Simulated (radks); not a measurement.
Values are calculated unless marked as measured or tabulated.
Excited configurations of the tungsten ion W+: one electron is placed in a higher orbital outside [Xe] 4f14 5d4. The ground configuration is [Xe] 4f14 5d4 6s1. Level of theory: non-relativistic Kohn-Sham, TPSS, spin-unpolarised, spherical densities, point nucleus; meta-GGA in the generalised Kohn-Sham scheme; relativity is left out, which matters for an element this heavy (a radial shooting solver on a logarithmic mesh with Libxc functionals). Excitation = E - E(ground); binding = E(ion) - E, where the ion is the core of charge +2; n* = 2/sqrt(2 binding) in atomic units, and the quantum defect is n - n*.

| outer orbital | excitation (eV) | binding (eV) | n* | quantum defect | eigenvalue (eV) | <r> (bohr) |
|---|---|---|---|---|---|---|
| 5f | 10.054 | 3.511 | 3.937 | 1.063 | -2.472 | 8.637 |
| 6p | 4.071 | 9.494 | 2.394 | 3.606 | -6.986 | 4.037 |
| 6d | 8.343 | 5.221 | 3.229 | 2.771 | -3.847 | 6.613 |
| 6f | 11.169 | 2.396 | 4.766 | 1.234 | -1.775 | 14.60 |
| 7s | 7.569 | 5.995 | 3.013 | 3.987 | -4.726 | 7.080 |
| 7p | 8.770 | 4.794 | 3.369 | 3.631 | -3.740 | 8.402 |
| 7d | 10.382 | 3.182 | 4.136 | 2.864 | -2.434 | 11.97 |

The Delta-SCF ionisation energy is 13.564 eV (NIST Atomic Spectra Database: 16.4 eV, semi-empirical). Self-interaction in the functional shifts the binding energies and quantum defects, so they are the method's values and not measured ones. Relativity is left out here, which matters for elements this heavy. Spin polarisation and multiplet splitting are left out, so open shells lie too high by an amount that depends on their filling.

Beside tabulated values, note that spin-unpolarised runs miss the spin-polarisation part of the exchange energy of open shells.
